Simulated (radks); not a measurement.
Ionisation ladder of bismuth, from Bi XXIII to Bi XLIV. Each ion is in the ground configuration listed by NIST, and IE = E(next ion) - E(this ion). Method: Dirac Kohn-Sham, PBE, spin-unpolarised, spherical densities, point nucleus; open shells are shared between the two j in proportion to 2j + 1; computed with a radial shooting solver on a logarithmic mesh with Libxc functionals.

species          configuration  IE, Delta-SCF (eV)  -e(HOMO) (eV)   HOMO  IE, NIST (eV)    kind  error (eV)
Bi XXIII    [Kr] 4d10 4f13 5s2              651.24         636.09  5s1/2            660  theory        -8.8
Bi XXIV     [Kr] 4d10 4f13 5s1              681.74         666.44  5s1/2            690  theory        -8.3
Bi XXV          [Kr] 4d10 4f13              780.78         752.71  4f7/2            750  theory       +30.8
Bi XXVI         [Kr] 4d10 4f12              832.40         803.66  4f7/2            810  theory       +22.4
Bi XXVII        [Kr] 4d10 4f11              885.19         855.78  4f7/2            870  theory       +15.2
Bi XXVIII       [Kr] 4d10 4f10              939.14         909.07  4f7/2            930  theory        +9.1
Bi XXIX          [Kr] 4d10 4f9              994.23         963.50  4f7/2            990  theory        +4.2
Bi XXX           [Kr] 4d10 4f8              1050.4         1019.1  4f7/2           1060  theory        -9.6
Bi XXXI          [Kr] 4d10 4f7              1107.8         1075.7  4f7/2           1120  theory       -12.2
Bi XXXII         [Kr] 4d10 4f6              1166.2         1133.5  4f7/2           1180  theory       -13.8
Bi XXXIII        [Kr] 4d10 4f5              1225.7         1192.4  4f7/2           1250  theory       -24.3
Bi XXXIV         [Kr] 4d10 4f4              1286.2         1252.3  4f7/2           1310  theory       -23.8
Bi XXXV          [Kr] 4d10 4f3              1347.9         1313.3  4f7/2           1380  theory       -32.1
Bi XXXVI         [Kr] 4d10 4f2              1410.5         1375.4  4f7/2           1440  theory       -29.5
Bi XXXVII        [Kr] 4d10 4f1              1474.2         1438.4  4f7/2           1500  theory       -25.8
Bi XXXVIII           [Kr] 4d10              1797.2         1754.1  4d5/2           1784  theory       +13.2
Bi XXXIX              [Kr] 4d9              1858.3         1814.7  4d5/2           1840  theory       +18.3
Bi XL                 [Kr] 4d8              1920.0         1875.9  4d5/2           1902  theory       +18.0
Bi XLI                [Kr] 4d7              1982.3         1937.6  4d5/2           1967  theory       +15.3
Bi XLII               [Kr] 4d6              2045.1         2000.0  4d5/2           2029  theory       +16.1
Bi XLIII              [Kr] 4d5              2108.5         2062.9  4d5/2           2090  theory       +18.5
Bi XLIV               [Kr] 4d4              2172.5         2126.3  4d5/2           2190  theory       -17.5

Reference values: NIST Atomic Spectra Database (exp. = measured, semi-emp. = semi-empirical, theory = theoretical value adopted there). The ionisation energy per charge of the ion left behind rises most, in proportion, at Bi XXXVIII ([Kr] 4d10), from 39.844 to 47.295 eV. Spin polarisation and multiplet splitting are left out, so open shells lie too high by an amount that depends on their filling. Sharing an open shell by 2j + 1 raises it above the true ground level by a part of the spin-orbit splitting, which enters the differences from NIST.

Beside tabulated values, note that spin-unpolarised runs miss the spin-polarisation part of the exchange energy of open shells.
